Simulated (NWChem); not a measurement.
Molecule: CBF$_{5}$; SMILES FB(F)C(F)(F)F

```xyz
7

B      0.0071    -0.9735     0.0034
C      0.0092     0.6384     0.0037
F     -0.5126     1.0996    -1.1410
F      1.2357     1.1443     0.1258
F     -0.7328     1.1133     1.0106
F      1.1297    -1.6402    -0.0005
F     -1.1323    -1.6129    -0.0001
```
Atoms are numbered in this order, from 1.

Computed with NWChem. Pople sets run with spherical d functions. Coordinates come from a PBE0/def2-SVP optimisation. Core excitations by TDA in a window of 1s orbitals, non-relativistic and unshifted: absolute energies depend strongly on the exact-exchange share.

### Question
Order these by “dipole oscillator strength of the first”, lowest first: B K edge, BHandHLYP/6-311G**; B K edge, PBE/6-311G**; C K edge, B3LYP/6-311G**.

### Answer
C K edge, B3LYP/6-311G** (0.0086), B K edge, PBE/6-311G** (0.0514), B K edge, BHandHLYP/6-311G** (0.0993)
